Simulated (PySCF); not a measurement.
# Ti⁴⁺ (titanium, charge +4): Hartree-Fock from Schrödinger to Dirac-Coulomb-Breit

Occupied: 1s1/2, 2s1/2, 2p1/2, 2p3/2, 3s1/2, 3p1/2, 3p3/2. Hartree-Fock calculated with PySCF 2.14 in an uncontracted even-tempered set (20 s from 0.056 bohr⁻², ratio 2.7; 14 p from 0.067 bohr⁻², ratio 2.7), Gaussian nucleus throughout. NR is non-relativistic, sf-X2C the spin-free one-electron X2C Hamiltonian, X2C adds the bare one-electron spin-orbit term, X2C-SNSO screens it by Boettger's factors, DC is four-component Dirac-Coulomb, and the Gaunt and Breit terms are added at first order (total energies over the DC spinors, levels after relaxing the spinors in that mean field). QED terms are absent. Levels marked empty are virtual spinors of this ion; the basis has s and p functions only, so 3d, which can lie below the n = 4 levels, is absent.

```csv
Hamiltonian,E (hartree),E − E(DC) (hartree),CPU seconds
NR,-845.1708,4.4606,0.23
sf-X2C,-849.5261,0.1053,0.13
X2C,-849.5344,0.0970,0.2
X2C-SNSO,-849.5329,0.0985,0.2
DC,-849.6314,0.0000,6.8
DC+Gaunt,-849.3417,0.2897,13
DC+Breit,-849.3659,0.2654,46
```

Problem. Give the 2p spin-orbit interval with each Hamiltonian that has one.

Solution. X2C 6.591; X2C-SNSO 5.987; DC 5.895; DC+Gaunt 5.717; DC+Breit 5.717 (eV).

```csv
level (eV),NR,sf-X2C,X2C,X2C-SNSO,DC,DC+Gaunt,DC+Breit
1s1/2,-5041.7,-5072.4,-5072.4,-5072.4,-5074.3,-5069.7,-5070.0
2s1/2,-639.15,-645.25,-645.24,-645.24,-645.40,-645.14,-645.14
2p1/2,-540.21,-540.83,-545.25,-544.85,-544.85,-544.35,-544.40
2p3/2,-540.21,-540.83,-538.66,-538.86,-538.95,-538.63,-538.68
3s1/2,-129.76,-130.68,-130.68,-130.68,-130.70,-130.67,-130.67
3p1/2,-99.352,-99.424,-100.00,-99.951,-99.945,-99.895,-99.901
3p3/2,-99.352,-99.424,-99.138,-99.164,-99.173,-99.146,-99.152
4s1/2 (empty),-32.342,-32.483,-32.482,-32.482,-32.485,-32.481,-32.481
4p1/2 (empty),-26.667,-26.688,-26.761,-26.755,-26.754,-26.747,-26.748
4p3/2 (empty),-26.667,-26.688,-26.651,-26.655,-26.656,-26.652,-26.653
```

Weight of the small component: 1s1/2 0.00621, 2s1/2 0.00110, 2p1/2 0.00106, 2p3/2 0.00105, 3s1/2 0.000231, 3p1/2 0.000202, 3p3/2 0.000201, 4s1/2 4.46e-05, 4p1/2 3.66e-05, 4p3/2 3.63e-05.

Koopmans' value for the highest occupied level at DC+Breit: 99.152 eV, against an ionisation energy of 99.299 ± 0.012 eV (measured; NIST Atomic Spectra Database, ionization energies); the former lacks relaxation, correlation, QED and recoil.

The whole ladder took 68 s of wall time on 1 thread of AMD EPYC 9R45 96-Core Processor (shared host), launched as `OMP_NUM_THREADS=1 python relrun2.py TASK.json OUT` (a driver that calls PySCF for each Hamiltonian).
